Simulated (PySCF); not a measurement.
# Unknown: peak-picked proton spectrum

Formula C7H9N. The spectrum was simulated from the full spin Hamiltonian at 700 MHz with 0.6 Hz Lorentzian lines, from shifts rounded to 0.01 ppm and J to 0.1 Hz, couplings under 1 Hz left out.

```tsv
region	integral (H)	ppm	Hz	height
1	2	8.575	6002.7	16
1		8.574	6001.8	39
1		8.573	6001.2	28
1		8.567	5996.9	28
1		8.566	5996.2	39
1		8.565	5995.4	17
2	2	6.915	4840.7	17
2		6.914	4839.8	39
2		6.913	4839.2	28
2		6.907	4834.9	28
2		6.906	4834.2	39
2		6.905	4833.3	16
3	2	2.458	1721.0	16
3		2.446	1712.4	49
3		2.434	1703.8	50
3		2.422	1695.2	17
4	3	1.192	834.6	50
4		1.180	826.0	100
4		1.168	817.4	48
```

$^{13}$C{$^{1}$H} NMR (computed): δ 159.7 (C), 156.5 (CH), 128.9 (CH), 34.2 (CH2), 21.4 (CH3).

Theoretical values (PySCF 2.14): NMR shieldings at B3LYP/pcSseg-1/GIAO, coordinates at the PBE0-D3(BJ)/def2-SVP level, couplings computed with B3LYP/pcJ-1 (spin–dipole term only in couplings to heteroatoms). Single conformer, equivalent nuclei averaged, in vacuum, relativity neglected.

References, each an isolated molecule treated in the same way: $^{1}$H (31.38 ppm) and $^{13}$C (179.24 ppm) vs TMS.

(1) Analyse the multiplets.

(2) What is the compound?

Results:

(1) $^{1}$H NMR (700 MHz, computed): δ 8.57 (d, J = 5.6 Hz, 2H), 6.91 (d, J = 5.6 Hz, 2H), 2.44 (q, J = 8.6 Hz, 2H), 1.18 (t, J = 8.6 Hz, 3H). These are first-order names from the parameters used; overlap and second-order distortion can hide them in the list.

(2) `CCC1=CC=NC=C1`.

Numbering as in the mapped SMILES `[CH3:1][CH2:2][c:3]1[cH:4][cH:5][n:6][cH:7][cH:8]1`. Hydrogens are named by the atom that carries them.

- δ 8.57: H(C5)/H(C7), hydrogen on an aromatic CH next to a ring nitrogen, coupled to H(C4)/H(C8) (5.6 Hz).
- δ 6.91: H(C4)/H(C8), hydrogen on an aromatic CH, coupled to H(C5)/H(C7) (5.6 Hz).
- δ 2.44: H(C2), hydrogen on an sp3 CH2 on an aromatic ring, coupled to H(C1) (8.6 Hz).
- δ 1.18: H(C1), hydrogen on a methyl carbon, coupled to H(C2) (8.6 Hz).

This is the structure that produced the data.

Multiplet labels drop couplings under 1 Hz and merge nearly equal ones. Couplings among chemically equivalent protons are left out too, so labels in AA′BB′ or AA′XX′ sets are apparent multiplicities. Unscaled 3J(H,H) at this level run about 10 % above measured values. Shifts are as computed. Against solution values, carbons near 30 ppm lie about +2 ppm off and those near 130 ppm about +6 ppm. Of 1211 compounds with measured shifts, 218 miss one by over three times the rms of a fit or turn the order of signals round; such compounds aren't used in these exercises.
